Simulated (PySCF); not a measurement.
ClHMoOS2, SMILES [O]=[Mo](=[S])([SH])[Cl], multiplicity 1.

Geometry: B3LYP-D3(BJ)/def2-SVP. The spin state was assumed, not searched. The structure was generated by enumeration; whether it is a known compound was not checked. The def2 effective core potentials stand for the cores of Mo; spin–orbit coupling is left out. One conformer was computed; it need not be the lowest.

Two levels are set side by side: TDA-PBE/def2-SVPD (PySCF) and TDA-PBE0/def2-SVPD (PySCF). Vertical, same geometry. The lowest singlet is HOMO→LUMO 77 %, HOMO−1→LUMO 12 % with PBE and HOMO→LUMO+1 55 %, HOMO−1→LUMO 18 %, HOMO−1→LUMO+1 16 %, HOMO→LUMO 9 % with the other functional; states are paired by order. Differences are taken from unrounded values.

```tsv
quantity	TDA-PBE0
lowest singlet excitation (eV)	2.87
lowest triplet excitation (TDA) (eV)	2.44
```

**Question.** What does TDA-PBE give, and how far is it from TDA-PBE0? (An estimate is asked for; the answer gives what the named calculation found.)

**Answer.** 
```csv
quantity,TDA-PBE,TDA-PBE minus TDA-PBE0
lowest singlet excitation (eV),2.79,-0.08
lowest triplet excitation (TDA) (eV),2.38,-0.06
```

Rough cost on one machine, each run with all the roots and properties that it gave: TDA-PBE0 against TDA-PBE about 2 times.
